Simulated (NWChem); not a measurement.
System: CH₆BN; SMILES BNC

NWChem input:

```
start job
memory heap 200 mb stack 900 mb global 1100 mb
geometry units angstroms noautosym nocenter noautoz
  B      0.229992    -1.358373     0.000000
  H     -0.432795    -2.370687     0.000000
  H      1.441021    -1.382308     0.000000
  N     -0.420938    -0.132848     0.000000
  C      0.178754     1.178259     0.000000
  H     -1.435319    -0.120991     0.000000
  H     -0.109910     1.762705     0.890370
  H     -0.109910     1.762705    -0.890370
  H      1.272496     1.078096     0.000000
end
basis spherical
  * library def2-svpd
end
dft
  xc b3lyp
  iterations 150
end
property
  response 1 0.0
end
task dft property
```

Geometry: optimised at PBE0/def2-SVP.

Static field.

**Question.** What results follow from this input? (B3LYP/def2-SVPD.) Quantities: isotropic polarisability (bohr³); anisotropy (bohr³).

**Answer.** 
```yaml
isotropic polarisability (bohr³): 39.2
anisotropy (bohr³): 15.5
```
